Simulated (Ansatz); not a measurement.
Mulliken charges of BF2H3OSi, SMILES `B[Si](O)(F)F` from r2SCAN/def2-TZVPP in Ansatz (PBE0-D4/def2-TZVP geometry).

```json
{"atom": "B1", "x (Å)": "-1.112", "y (Å)": "0.983", "z (Å)": "0.171", "charge (e)": "-0.092"}
{"atom": "Si2", "x (Å)": "0.364", "y (Å)": "-0.268", "z (Å)": "-0.342", "charge (e)": "0.849"}
{"atom": "O3", "x (Å)": "0.819", "y (Å)": "-1.127", "z (Å)": "0.957", "charge (e)": "-0.400"}
{"atom": "F4", "x (Å)": "-0.150", "y (Å)": "-1.222", "z (Å)": "-1.510", "charge (e)": "-0.306"}
{"atom": "F5", "x (Å)": "1.650", "y (Å)": "0.448", "z (Å)": "-0.952", "charge (e)": "-0.317"}
{"atom": "H6", "x (Å)": "-1.089", "y (Å)": "2.142", "z (Å)": "-0.109", "charge (e)": "0.030"}
{"atom": "H7", "x (Å)": "-2.056", "y (Å)": "0.564", "z (Å)": "0.768", "charge (e)": "0.027"}
{"atom": "H8", "x (Å)": "1.666", "y (Å)": "-1.578", "z (Å)": "0.962", "charge (e)": "0.208"}
```

Q: By hand: the dipole of these point charges (1 e Å = 4.8032 D).

A: Σ q r = (-0.135, 0.116, 0.293) e Å, of length 0.343 e Å = 1.65 D.

Q: How does the dipole of the full density compare? (Estimate.)

A: The calculation gave: (0.052, 0.007, 0.227) e Å, 1.12 D; the point charges give 1.47 times that, at 41° from its direction.

Point charges leave out the atoms' own dipoles, such as those of lone pairs, and Mulliken's split depends on the basis, so the two needn't agree.
